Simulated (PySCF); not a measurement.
A PySCF script (with the pyscf-properties extension) for the NMR shieldings of `[NH3+][B@@H-](C(=C)CCN)P`, C4H14BN2P, on a GFN2-xTB geometry:

```python
import basis_set_exchange as bse
import numpy as np
from pyscf import gto, dft
from pyscf.prop import nmr

atoms = """
C     0.646513   -0.219946   -1.836403
C     0.306059   -0.317407   -0.554543
C    -1.026663   -0.927665   -0.203443
C    -2.046929    0.159481    0.143546
N    -3.304257   -0.445280    0.553223
B     1.247625    0.194752    0.636322
N     1.710238    1.722872    0.236977
P     2.969026   -0.818844    0.647162
H     0.016766   -0.578397   -2.637776
H     1.596353    0.188801   -2.153624
H    -0.919396   -1.580475    0.663191
H    -1.415035   -1.519850   -1.036861
H    -2.153273    0.838119   -0.723610
H    -1.675609    0.747951    0.987429
H    -3.993386    0.269537    0.761316
H    -3.672123   -1.022366   -0.196479
H     0.738848    0.261052    1.705593
H     0.906749    2.344208    0.237797
H     2.102378    1.670095   -0.700161
H     2.417467    2.057868    0.885441
H     3.120625   -0.922989    2.020769
H     2.417614   -2.082130    0.563280
"""
names = dict.fromkeys(["C", "N", "B", "P", "H"], "pcSseg-1")
basis = {el: gto.basis.parse(bse.get_basis(n, elements=[el], fmt="nwchem")) for el, n in names.items()}
mol = gto.M(atom=atoms, basis=basis, charge=0, verbose=0)
mf = dft.RKS(mol, xc="PBE0")
mf.grids.level = 2
mf.grids.alignment = dft.numint.BLKSIZE   # the property module wants whole blocks of grid points
mf.conv_tol = 1e-9
mf.kernel()

calc = nmr.RKS(mf)   # GIAO
C = mf.mo_coeff
Co = C[:, mf.mo_occ > 0]
resp = mf.gen_response(singlet=True, hermi=2)
def vind(x):   # induced exchange potential for any number of trial vectors
    d = np.einsum("pi,xij,qj->xpq", C, 2 * x.reshape(-1, C.shape[1], Co.shape[1]), Co, optimize=True)
    return np.einsum("xpq,pi,qj->xij", resp(d - d.transpose(0, 2, 1)), C, Co, optimize=True).ravel()
mo1, _ = nmr.rhf.solve_mo1(calc, with_cphf=vind)
sigma = calc.kernel(mo1)
for i, s in enumerate(sigma):   # ppm
    print("%2d %-2s %9.2f" % (i, mol.atom_pure_symbol(i), np.trace(s) / 3))
```

Problem. Give the expected output.

Solution. 
```
 0 C      67.91
 1 C      12.36
 2 C     137.70
 3 C     135.35
 4 N     227.13
 5 B     119.36
 6 N     207.91
 7 P     567.89
 8 H      26.25
 9 H      26.82
10 H      28.98
11 H      29.70
12 H      28.90
13 H      28.66
14 H      30.90
15 H      31.35
16 H      28.67
17 H      28.81
18 H      28.55
19 H      28.91
20 H      30.30
21 H      30.63
```

These numbers come from an equivalent density-fitted implementation of the same equations, which agrees with the script to about 0.01 ppm for H and up to a few tenths of a ppm for heavy atoms, so last digits may differ.

Size and cost of the density-fitted run: 213 basis functions, 78 s wall time on 1 thread of an Arm Neoverse N1, shared host; peak memory 1 GiB.
